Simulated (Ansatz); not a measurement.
Born–Oppenheimer molecular dynamics of CH6O3Si (11 atoms, charge 0, multiplicity 1). It starts from a relaxed structure.

All numbers below come from RKS PBE-D4/6-31G (Ansatz).

```json
{
  "ensemble": "NVE (velocity Verlet)",
  "time step": "0.5 fs",
  "steps asked": "166",
  "starting velocities drawn for": "700 K",
  "masses": "H 10 u",
  "seed": "637575"
}
```

First frame:

```xyz
11
Properties=species:S:1:pos:R:3
Si -0.075 -0.144 0.205
C 0.026 0.070 2.068
H -0.982 0.093 2.511
H 0.604 -0.751 2.519
H 0.527 1.024 2.296
O 1.484 0.034 -0.515
H 1.746 -0.615 -1.205
O -1.193 1.064 -0.326
H -1.222 1.342 -1.266
O -0.542 -1.722 -0.355
H -1.464 -2.043 -0.264
```

**Question.** How far do the bonds stretch over the last three quarters of this one trajectory? (Pairs bonded in most of those frames.)

**Answer.** 
```tsv
bond	mean (Å)	spread (Å)	shortest	longest
Si1–C2	1.888	0.052	1.81	1.97
Si1–O6	1.723	0.065	1.64	1.84
Si1–O8	1.730	0.028	1.69	1.78
Si1–O10	1.763	0.046	1.68	1.84
C2–H3	1.108	0.016	1.08	1.13
C2–H4	1.108	0.024	1.07	1.15
C2–H5	1.106	0.014	1.08	1.13
O6–H7	0.973	0.014	0.95	1.00
O8–H9	0.981	0.006	0.97	0.99
O10–H11	0.997	0.029	0.95	1.04
```

Mean temperature of the second half: 371 K. The conserved energy stayed within 0.048 meV per atom of its start (net change 0.013 meV per atom), so the integration is sound. Over the second half the temperature averaged 0.53 of the 700 K drawn at the start: a run that starts near a minimum puts about half its kinetic energy into the potential. A run of 0.083 ps of so small a system gives no equilibrium averages. Limits of this set-up: no polarisation functions.

Run time: 6.3 min on 1 thread of Arm Neoverse V2 (shared host), peak memory 0.11 GiB.
